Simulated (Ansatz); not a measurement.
Two isomers of CH5NOSi: A = `N=C[SiH2]O`, B = `NC(=O)[SiH3]`.

Program: Ansatz. Geometries: PBE0-D4/def2-TZVP. ΔE: electronic, gas phase. CCSD(T)/CBS is the MP2 limit (def2-TZVPP, def2-QZVPP) plus CCSD(T) − MP2 in def2-TZVPP, frozen cores. DFT in def2-TZVPP. B3LYP here is the variant with VWN-RPA as its local correlation; programs differ in this. Each species was taken in one conformer, which may not be the lowest.

Problem. Which is lower in electronic energy at CCSD(T)/CBS, and by how much? (Estimate.)

Solution. Ansatz gave: A, by 15.6 kcal/mol.

Problem. Give E(B) − E(A) in kcal/mol with B3LYP-D4, r2SCAN-D4, LDA (SPW92), B2PLYP, PBE-D4, B3LYP, HF/def2-TZVPP. (Best estimate.)

Solution. The calculation gave: B3LYP-D4 10.8, r2SCAN-D4 9.5, LDA (SPW92) 5.7, B2PLYP 12.3, PBE-D4 6.8, B3LYP 10.6, HF/def2-TZVPP 14.3. None reverses the order clearly.

Problem. Does the order hold for the free energy at 298.15 K (harmonic terms from PBE0-D4)? (Best estimate.)

Solution. The calculation gave: Yes: G(B) − G(A) = +13.9 kcal/mol, for one conformer each.

Largest T1 diagnostic: 0.016.

From BLYP to BHLYP (50 % exact exchange), in def2-TZVPP and without D4, E(B) − E(A) moves by +4.2 kcal/mol. Leaving LDA and LC-ωPBE aside and taking each functional with its dispersion term where it has one, the values, not all of them listed here, spread over 6.3 kcal/mol, from PBE-D4 to BHLYP-D4. LDA lies −1.0 kcal/mol from PBE without D4.
